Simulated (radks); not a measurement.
Results of a calculation; reference values are marked as such.
Spherical jellium clusters: N electrons in a uniform positive sphere of charge N and radius rs N^(1/3), rs = 3.58 bohr. Level of theory: non-relativistic Kohn-Sham, LDA (Slater exchange, Perdew-Wang correlation), spin-polarised, spherical densities (a radial shooting solver with Libxc functionals). Levels are named by radial order and angular momentum (1s, 1p, 1d, 2s, ...), and open shells are averaged over m.

N = 30, configuration 1s2 1p6 1d10 2s2 1f(up 7, down 3). This is the lowest configuration that the search found. Occupied and some empty levels:

level,occupation,eigenvalue (eV),<r> (bohr)
1s up,1,-6.1379,6.518
1s down,1,-6.0103,6.279
1p up,3,-5.3105,7.876
1p down,3,-5.1203,7.769
1d up,5,-4.3070,8.757
1d down,5,-4.0892,8.730
2s up,1,-3.9283,7.095
2s down,1,-3.8133,7.248
1f up,7,-3.1410,9.477
1f down,3,-2.9163,9.506
2p up,0,-2.5179,8.358
2p down,0,-2.4097,8.430
1g up,0,-1.8437,10.18
1g down,0,-1.6273,10.27
2d up,0,-1.1931,10.27
2d down,0,-1.0865,10.41

Energy (eV): total -54.7061, kinetic 65.052, external -2607.4, Hartree 1288.2, exchange-correlation -121.56, background 1321.0.
